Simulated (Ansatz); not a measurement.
Steps of a relaxation of CH10AlNSi2 with RKS PBE-D4/def2-SVP.

```sh
$ ansatz run in.yaml --threads 2 --pin off --events-out ev --progress --plain --max-ram 22528MiB --backend cpu
```

```yaml
crystal:
  periodic: [false, false, false]
  atoms:
    - {symbol: C, position_ang: [-1.897500, -0.505000, -0.888900]}
    - {symbol: Si, position_ang: [-0.289000, -1.260800, -0.603700]}
    - {symbol: N, position_ang: [-0.318600, -2.052800, 0.985300]}
    - {symbol: Al, position_ang: [1.458200, 0.417400, -0.658000]}
    - {symbol: Si, position_ang: [1.279800, 2.180600, 0.868800]}
    - {symbol: H, position_ang: [-2.137900, 0.313500, -0.114700]}
    - {symbol: H, position_ang: [-1.919700, 0.033800, -1.891100]}
    - {symbol: H, position_ang: [-2.700400, -1.217900, -0.876800]}
    - {symbol: H, position_ang: [-0.019300, -2.239700, -1.607300]}
    - {symbol: H, position_ang: [0.674400, -2.443500, 1.165700]}
    - {symbol: H, position_ang: [-0.423800, -1.300500, 1.732300]}
    - {symbol: H, position_ang: [2.588200, 0.338200, -1.705200]}
    - {symbol: H, position_ang: [-0.033900, 2.943400, 0.681000]}
    - {symbol: H, position_ang: [1.306600, 1.660800, 2.271000]}
    - {symbol: H, position_ang: [2.411000, 3.081800, 0.671000]}
basis:
  gaussian: {orbitals: def2-SVP}
hamiltonian: {xc: pbe, dispersion: d4}
relax: {f_tol: 0.03, max_steps: 200}
```

Positions (Å) and forces (eV/Å) along the path, 9 of 24 steps:

```xyz
15
step=1 energy=-25017.4654 eV
C    -1.897   -0.505   -0.889   -1.089    2.880   -0.316
Si   -0.289   -1.261   -0.604    1.208    0.544    0.900
N    -0.319   -2.053    0.985    1.722    0.119    1.411
Al    1.458    0.417   -0.658   -0.603   -0.658   -0.360
Si    1.280    2.181    0.869   -0.728    0.394    0.378
H    -2.138    0.314   -0.115    0.249   -0.876   -0.707
H    -1.920    0.034   -1.891   -0.009   -0.448    0.653
H    -2.700   -1.218   -0.877   -0.982   -0.820    0.030
H    -0.019   -2.240   -1.607    0.183   -1.314   -1.040
H     0.674   -2.443    1.166   -1.698    0.422   -0.115
H    -0.424   -1.300    1.732    0.061   -0.944   -0.766
H     2.588    0.338   -1.705    0.829    0.039   -0.543
H    -0.034    2.943    0.681    0.282   -0.111    0.076
H     1.307    1.661    2.271   -0.022   -0.002    0.305
H     2.411    3.082    0.671    0.599    0.773    0.094
15
step=6 energy=-25018.0476 eV
C    -2.015   -0.479   -0.913    0.017   -0.023   -0.010
Si   -0.291   -1.232   -0.691   -0.035   -0.021   -0.006
N    -0.191   -1.910    0.953    0.101    0.000    0.009
Al    1.527    0.427   -0.804    0.009   -0.001   -0.025
Si    1.299    2.237    0.866    0.003   -0.016    0.014
H    -2.163    0.379   -0.226   -0.006   -0.003   -0.004
H    -2.153   -0.109   -1.951   -0.001   -0.003    0.016
H    -2.797   -1.237   -0.700    0.023    0.020    0.000
H    -0.129   -2.420   -1.612    0.002    0.016    0.015
H     0.531   -2.617    1.134   -0.083    0.053   -0.035
H    -0.195   -1.237    1.728    0.001   -0.025    0.010
H     2.915    0.285   -1.614   -0.024   -0.008    0.022
H    -0.021    2.963    0.728    0.007    0.001   -0.008
H     1.272    1.619    2.250   -0.004    0.009    0.002
H     2.389    3.281    0.880   -0.009    0.001   -0.001
15
step=7 energy=-25018.0503 eV
C    -2.023   -0.472   -0.916    0.017   -0.049   -0.002
Si   -0.296   -1.219   -0.698   -0.041   -0.009   -0.017
N    -0.163   -1.879    0.949    0.185   -0.118    0.049
Al    1.530    0.421   -0.805   -0.015    0.011    0.010
Si    1.286    2.227    0.870    0.032   -0.008    0.014
H    -2.165    0.399   -0.244   -0.006    0.000   -0.003
H    -2.174   -0.125   -1.959   -0.002   -0.003    0.018
H    -2.801   -1.228   -0.676    0.024    0.031   -0.010
H    -0.134   -2.417   -1.607   -0.013    0.012    0.023
H     0.507   -2.646    1.108   -0.168    0.189   -0.033
H    -0.114   -1.216    1.731    0.005   -0.059   -0.038
H     2.929    0.260   -1.584    0.007   -0.007    0.004
H    -0.031    2.955    0.717   -0.005    0.001   -0.005
H     1.251    1.617    2.258   -0.008    0.009   -0.017
H     2.375    3.272    0.886   -0.011   -0.001    0.005
15
step=9 energy=-25018.0543 eV
C    -2.043   -0.470   -0.918   -0.019   -0.008    0.017
Si   -0.311   -1.200   -0.715    0.007    0.034    0.006
N    -0.103   -1.833    0.936    0.034    0.012   -0.029
Al    1.530    0.413   -0.800    0.005   -0.012    0.008
Si    1.276    2.216    0.875    0.000    0.015    0.000
H    -2.183    0.414   -0.262    0.005   -0.007   -0.002
H    -2.208   -0.142   -1.966    0.003   -0.004    0.005
H    -2.815   -1.223   -0.656   -0.002    0.001   -0.003
H    -0.158   -2.415   -1.600   -0.007   -0.005    0.004
H     0.500   -2.650    1.064   -0.013    0.010    0.032
H     0.002   -1.187    1.725   -0.010   -0.025   -0.037
H     2.953    0.200   -1.524   -0.004    0.000    0.010
H    -0.035    2.949    0.696    0.000    0.000   -0.003
H     1.211    1.616    2.266   -0.002   -0.006   -0.009
H     2.364    3.262    0.909    0.003   -0.004    0.002
15
step=13 energy=-25018.1069 eV
C    -2.165   -0.497   -0.900   -0.056    0.035   -0.018
Si   -0.350   -1.035   -0.917   -0.053   -0.124   -0.098
N     0.279   -1.490    0.728    0.635    0.288    0.445
Al    1.633    0.301   -0.672   -0.303   -0.488    0.003
Si    1.163    2.133    0.929    0.384    0.074    0.002
H    -2.297    0.409   -0.273   -0.027   -0.014   -0.027
H    -2.480   -0.238   -1.938    0.036   -0.029    0.140
H    -2.839   -1.297   -0.519    0.098    0.064   -0.036
H    -0.236   -2.354   -1.649   -0.002    0.021   -0.017
H     0.696   -2.421    0.907   -0.291    0.487    0.008
H     0.204   -0.916    1.596   -0.066   -0.496   -0.652
H     3.065   -0.286   -1.218   -0.311    0.249    0.268
H    -0.055    3.000    0.662    0.112   -0.152   -0.073
H     0.984    1.592    2.339    0.015    0.037   -0.082
H     2.375    3.048    0.953   -0.171    0.047    0.137
15
step=18 energy=-25018.5418 eV
C    -2.178   -0.512   -0.840    0.028   -0.026   -0.052
Si   -0.370   -1.004   -1.157   -0.015   -0.013   -0.063
N     0.510   -1.281    0.535   -0.097   -0.125    0.080
Al    1.625    0.122   -0.438    0.045    0.078   -0.066
Si    1.208    2.123    0.937    0.017    0.000    0.006
H    -2.237    0.421   -0.244    0.009   -0.010    0.000
H    -2.662   -0.303   -1.821    0.033   -0.026    0.095
H    -2.761   -1.310   -0.333    0.026    0.022   -0.013
H    -0.342   -2.405   -1.746   -0.022    0.096    0.032
H     0.824   -2.239    0.749    0.009    0.038   -0.025
H     0.019   -0.919    1.365   -0.016   -0.047    0.015
H     3.058   -0.418   -0.908   -0.008   -0.012    0.024
H    -0.003    2.933    0.533    0.007   -0.006   -0.019
H     0.919    1.653    2.352   -0.004    0.025   -0.006
H     2.365    3.089    1.045   -0.011    0.006   -0.008
15
step=19 energy=-25018.5514 eV
C    -2.164   -0.507   -0.827   -0.002   -0.001   -0.038
Si   -0.362   -0.995   -1.174    0.007    0.003    0.027
N     0.498   -1.305    0.528   -0.033   -0.020   -0.028
Al    1.626    0.118   -0.413    0.005    0.045   -0.046
Si    1.204    2.141    0.927    0.000   -0.032    0.037
H    -2.212    0.422   -0.224   -0.002   -0.006    0.001
H    -2.674   -0.296   -1.793    0.032   -0.018    0.070
H    -2.731   -1.310   -0.310    0.020    0.019   -0.011
H    -0.350   -2.382   -1.781   -0.010    0.020   -0.008
H     0.835   -2.260    0.713   -0.003    0.020   -0.003
H    -0.010   -0.976    1.360   -0.027   -0.051    0.032
H     3.057   -0.442   -0.859    0.014   -0.010    0.012
H    -0.003    2.945    0.503    0.003   -0.006   -0.026
H     0.904    1.690    2.347   -0.002    0.033   -0.005
H     2.360    3.107    1.030   -0.001    0.004   -0.013
15
step=23 energy=-25018.5648 eV
C    -2.110   -0.459   -0.774    0.013    0.011    0.014
Si   -0.339   -0.994   -1.194    0.011    0.011    0.028
N     0.492   -1.391    0.504   -0.034    0.017    0.016
Al    1.627    0.092   -0.343   -0.023   -0.003    0.000
Si    1.152    2.160    0.905    0.000   -0.010    0.015
H    -2.108    0.441   -0.125    0.005   -0.012   -0.009
H    -2.651   -0.189   -1.704   -0.003    0.002   -0.013
H    -2.680   -1.268   -0.272   -0.011   -0.003    0.006
H    -0.398   -2.344   -1.874   -0.001   -0.005   -0.002
H     0.888   -2.335    0.606    0.008    0.001   -0.014
H    -0.066   -1.193    1.347    0.022   -0.006   -0.027
H     3.078   -0.469   -0.718    0.012   -0.007    0.000
H    -0.044    2.924    0.383    0.003   -0.010   -0.009
H     0.829    1.841    2.352    0.001    0.002   -0.005
H     2.307    3.132    0.937   -0.002    0.011   -0.002
15
step=24 energy=-25018.5654 eV
C    -2.104   -0.446   -0.764    0.002   -0.002    0.001
Si   -0.337   -0.989   -1.190    0.002   -0.022    0.003
N     0.496   -1.405    0.502   -0.025    0.013    0.019
Al    1.632    0.084   -0.331    0.023    0.004    0.002
Si    1.146    2.158    0.903   -0.007   -0.001   -0.009
H    -2.093    0.451   -0.111    0.001   -0.007   -0.008
H    -2.642   -0.167   -1.694    0.005    0.000    0.010
H    -2.682   -1.252   -0.266    0.008    0.009   -0.006
H    -0.402   -2.334   -1.883   -0.007    0.014    0.008
H     0.897   -2.349    0.587    0.008   -0.004   -0.014
H    -0.063   -1.227    1.349    0.011    0.006   -0.015
H     3.086   -0.477   -0.701   -0.012   -0.003    0.001
H    -0.055    2.893    0.352    0.000   -0.001    0.012
H     0.815    1.858    2.351   -0.003    0.003    0.000
H     2.285    3.151    0.925   -0.006   -0.010   -0.002
```

Hardware: 2 threads of an AMD EPYC 7R13 on a shared host. Wall time 66 s, peak host memory 0.24 GiB.
